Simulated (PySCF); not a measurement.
Atoms are numbered as in `[CH2:1]=[C:2]([O:3][CH:4]([F:5])[F:6])[C:7](=[O:8])[CH:9]([F:10])[F:11]`; H(Xn) means a hydrogen on atom n. Ha(C1) is cis to O3; Hb(C1) is trans to O3.

No solvent model, one computed conformer, no relativistic terms, fast rotation and ring inversion assumed for equivalent nuclei. Spin–spin couplings from B3LYP/pcJ-1 (spin–dipole term only in couplings to heteroatoms); PBE0-D3(BJ)/def2-SVP structure; NMR shieldings at PBE0/pcSseg-1/GIAO; PySCF 2.14.0 with density-fitted response routines.

Predict the 2D correlation tables (HSQC, COSY, HMBC).

Answers



HSQC (one-bond C–H):
```csv
δH,δC,"¹J(C,H) (Hz)"
6.29 (H(C9)),111.6 (C9),192
6.19 (Hb(C1)),110.7 (C1),180
5.93 (H(C4)),119.8 (C4),224
5.40 (Ha(C1)),110.7 (C1),175
```

COSY cross peaks (|J| ≥ 2 Hz):
```csv
δH,δH,abs. J (Hz),bonds
6.19 (Hb(C1)),5.40 (Ha(C1)),2.0,2
```

HMBC (two and three bonds, |J| ≥ 2.5 Hz):
```csv
δH,δC [abs. J in Hz]
6.29 (H(C9)),188.6 (C7) [6.4]
6.19 (Hb(C1)),"188.6 (C7) [4.3], 156.3 (C2) [3.0]"
5.40 (Ha(C1)),"188.6 (C7) [8.8], 156.3 (C2) [3.6]"
```

Shifts are taken against calculated references (same method and geometry level): ¹H (σref 31.27) and ¹³C (σref 184.41) vs TMS.

Short H···H contacts in this conformer between protons four or more bonds apart (candidates for NOE cross peaks, intensity ∝ r⁻⁶): Ha(C1)···H(C4) 2.60 Å.

Common functionals overestimate the size of one-bond C–F couplings by tens of Hz; these are unscaled. Shifts are as computed. Against solution values, carbons near 30 ppm lie about +2 ppm off and those near 130 ppm about +5 ppm. Of 1313 compounds with measured shifts, 239 miss one by over three times the rms of a fit or turn the order of signals round; such compounds aren't used in these exercises.
